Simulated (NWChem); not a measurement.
# AlN$_{2}$H$_{4}$F; SMILES [NH2][Al]([NH2])[F]

```xyz
8

Al     0.0000     0.0000     0.0224
F      0.0000     0.0000     1.6900
N     -1.5585     0.0000    -0.8030
H     -1.7019     0.0000    -1.8052
H     -2.4509     0.0000    -0.3239
N      1.5585     0.0000    -0.8030
H      1.7019     0.0000    -1.8052
H      2.4509     0.0000    -0.3239
```
Atoms are numbered in this order, from 1.

Computed with NWChem. Geometry: optimised at PBE0/def2-SVP. Vertical excitations in the gas phase.

Question: Estimate the computed values for BHandHLYP/def2-SVP, full TDDFT. Quantities: lowest excitation, singlet (eV); oscillator strength of that lowest state; lowest state with f > 0.02, singlet (eV); oscillator strength of that bright state; orbital gap (eV).

Answer: 
```
Quantity                                  Result
----------------------------------------  ------
lowest excitation, singlet (eV)             6.05
oscillator strength of that lowest state   0.000
lowest state with f > 0.02, singlet (eV)    6.86
oscillator strength of that bright state   0.146
orbital gap (eV)                            9.15
```
